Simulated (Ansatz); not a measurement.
A nudged elastic band was laid between two geometries of BFH3N + FH (8 atoms, charge 0, multiplicity 1).

Computed with RKS r2SCAN-D4/def2-SVP in Ansatz.

```json
{"movable images": "7", "climbing image": "yes", "spring": "5.0 eV/Å²", "optimiser": "quadratic models (default)", "start path": "through a guess of the saddle point", "force threshold": "0.03 eV/Å", "iteration limit": "60", "end points": "relaxed"}
```

Image 0:

```xyz
8
Properties=species:S:1:pos:R:3
B 0.040 -0.257 0.236
N 0.010 -0.126 1.646
H -0.824 -0.366 2.175
H 0.863 -0.145 2.195
H 1.072 -0.168 -0.376
F -1.106 -0.481 -0.400
F -0.307 2.463 0.776
H -0.207 1.679 1.287
```

Image 8:

```xyz
8
Properties=species:S:1:pos:R:3
B 0.040 0.401 0.086
N -0.107 0.212 1.758
H -0.364 -0.747 2.000
H 0.765 0.447 2.236
H 0.941 -0.364 -0.240
F -1.219 0.066 -0.364
F 0.327 1.744 -0.037
H -0.841 0.839 2.098
```

(1) Which bonds break or form, and what moves?

(2) Give the energies along the band, and the barrier.

(3) What is the geometry of the highest image?

(4) What are the harmonic wavenumbers there?

The band took 13 iterations and about 3 core-minutes.

Answers

(1) Bonds broken: F7–H8. Bonds formed: B1–F7, N2–H8. BFH3N + FH becomes BF2H4N.

(2) The forces met the threshold. The highest image is number 2 of 0 to 8, 0.32 eV above the first end and 1.41 eV above the last; the last end lies 1.10 eV below the first. A vibrational analysis at the climbing image gives one clearly imaginary mode, 621i cm⁻¹: a first-order saddle point. The orbitals stay closed-shell, which can raise the energy where a bond breaks towards radicals; this wasn't checked here.

| image | path coordinate (Å) | energy (eV) | F7–H8 (Å) | B1–F7 (Å) | N2–H8 (Å) |
| --- | --- | --- | --- | --- | --- |
| 0 | 0.00 | 0.00 | 0.94 | 2.80 | 1.85 |
| 1 | 0.47 | 0.07 | 0.95 | 2.33 | 1.74 |
| 2 | 0.94 | 0.32 | 1.08 | 1.81 | 1.41 |
| 3 | 1.33 | -0.27 | 1.44 | 1.54 | 1.12 |
| 4 | 1.72 | -0.92 | 1.91 | 1.41 | 1.03 |
| 5 | 2.10 | -1.06 | 2.33 | 1.38 | 1.02 |
| 6 | 2.49 | -1.07 | 2.40 | 1.38 | 1.02 |
| 7 | 2.87 | -1.09 | 2.48 | 1.38 | 1.02 |
| 8 | 3.26 | -1.10 | 2.60 | 1.38 | 1.02 |

(3) 
```xyz
8
Properties=species:S:1:pos:R:3:forces:R:3
B 0.003 0.105 0.246 0.02 -0.01 0.01
N -0.010 0.078 1.759 0.00 0.02 0.00
H -0.806 -0.400 2.177 0.00 0.00 0.00
H 0.853 -0.179 2.231 0.00 0.00 0.00
H 1.054 0.002 -0.335 0.00 0.00 0.00
F -1.132 -0.320 -0.330 -0.01 0.00 -0.01
F -0.232 1.890 0.410 0.00 0.00 0.00
H -0.189 1.422 1.381 0.00 -0.01 0.00
```

(4) 621i, 302, 361, 424, 548, 738, 841, 874, 1006, 1077, 1167, 1251, 1350, 1567, 1987, 2648, 3545, 3650 cm⁻¹.

Time of the run: 110 s on 2 threads of Intel(R) Xeon(R) Platinum 8488C (Sapphire Rapids), on a shared host, peak memory 0.17 GiB.
